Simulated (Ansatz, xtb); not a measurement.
**Relaxing a trial structure of AlBGeH4**

The starting geometry of this gas-phase singlet was built from a drawn formula by distance geometry and a force field; its bonds are those of `[BH2][GeH2][Al]`.

```xyz
7

Al   -2.2085   -1.3470    2.1269
B    -0.8298    1.6169    0.4619
Ge   -1.0076    0.7969    2.3123
H    -0.1145    2.5098    0.3197
H    -1.7722    1.5855   -0.2781
H     0.3906    0.6112    2.9154
H    -1.8299    1.7682    3.1826
```

Predict what it relaxes into with r2SCAN-D4/def2-SVP.

It keeps its bonds, and is `[BH2][GeH2][Al]`.

The energy falls by 0.61 eV over 11 steps:

| step | E − E(last) (eV) |
| --- | --- |
| 1 | 0.609 |
| 2 | 0.291 |
| 3 | 0.230 |
| 4 | 0.164 |
| 5 | 0.107 |
| 7 | 0.013 |
| 8 | 0.003 |
| 9 | 0.000 |
| 10 | 0.000 |
| 11 | 0.000 |

Final geometry (Å):

```xyz
7

Al   -1.8198   -1.5603    2.1998
B    -0.8808    1.8247    0.4792
Ge   -1.0647    0.9277    2.2531
H     0.1507    1.7322   -0.1430
H    -1.8438    2.3315   -0.0458
H     0.2296    0.7855    3.0916
H    -2.1432    1.5004    3.2057
```

From the same start GFN2-xTB ends elsewhere, differing in Al1–H6 (1.90 against 3.24 Å here), Al1–H7 (1.89 against 3.24 Å here).

No frequencies were run, so the end isn't proven a minimum. Run with Ansatz 0.2.0, 39 s on 1 thread of Arm Neoverse V1 (shared host).
